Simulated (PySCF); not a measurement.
## `C1=C(C=S)SC2=C1SC=C2`, C$_{7}$H$_{4}$S$_{3}$

Geometry:
```json
{"atom": "S1", "x (Å)": "-4.112", "y (Å)": "-0.231", "z (Å)": "-0.690"}
{"atom": "C2", "x (Å)": "-2.999", "y (Å)": "-0.069", "z (Å)": "0.498"}
{"atom": "C3", "x (Å)": "-1.607", "y (Å)": "-0.036", "z (Å)": "0.279"}
{"atom": "C4", "x (Å)": "-0.928", "y (Å)": "-0.128", "z (Å)": "-0.923"}
{"atom": "C5", "x (Å)": "0.451", "y (Å)": "-0.055", "z (Å)": "-0.741"}
{"atom": "S6", "x (Å)": "1.828", "y (Å)": "-0.104", "z (Å)": "-1.789"}
{"atom": "C7", "x (Å)": "2.883", "y (Å)": "0.072", "z (Å)": "-0.431"}
{"atom": "C8", "x (Å)": "2.240", "y (Å)": "0.164", "z (Å)": "0.764"}
{"atom": "C9", "x (Å)": "0.846", "y (Å)": "0.092", "z (Å)": "0.594"}
{"atom": "S10", "x (Å)": "-0.511", "y (Å)": "0.143", "z (Å)": "1.649"}
{"atom": "H11", "x (Å)": "-3.334", "y (Å)": "0.020", "z (Å)": "1.527"}
{"atom": "H12", "x (Å)": "-1.431", "y (Å)": "-0.241", "z (Å)": "-1.865"}
{"atom": "H13", "x (Å)": "3.941", "y (Å)": "0.097", "z (Å)": "-0.604"}
{"atom": "H14", "x (Å)": "2.733", "y (Å)": "0.278", "z (Å)": "1.711"}
```

Method: TDDFT PBE0/def2-SVPD excited states, vertical, gas phase in PySCF 2.14.0. Geometry: GFN2-xTB.

Task: Give the one- and two-photon strengths of the lowest singlets.

Result: δ for parallel linear polarisation; σ at the peak of a Lorentzian of half width 0.1 eV, single beam; Ω is circular over linear.
| state | E (eV) | f | photon λ (nm) | δ (au) | σ (GM) | Ω | main |
| --- | --- | --- | --- | --- | --- | --- | --- |
| S1 | 2.03 | 0.000 | 1224 | 0.28 | 0.00 | 1.50 | HOMO→LUMO 0.98 |
| S2 | 3.34 | 0.321 | 743 | 766 | 3.12 | 0.67 | HOMO−1→LUMO 0.81, HOMO−2→LUMO 0.17 |
| S3 | 3.66 | 0.266 | 677 | 239 | 1.17 | 0.70 | HOMO−2→LUMO 0.82, HOMO−1→LUMO 0.16 |
| S4 | 4.76 | 0.000 | 521 | 0.42 | 0.00 | 1.50 | HOMO→LUMO+1 0.93 |
| S5 | 4.85 | 0.007 | 511 | 3390 | 29.23 | 0.66 | HOMO−3→LUMO 0.67, HOMO−1→LUMO+1 0.30 |

Among these, the strongest one-photon state is S2, the strongest two-photon state S5, with a dipole change of 1.3 D (relaxed, norm of the difference vector).
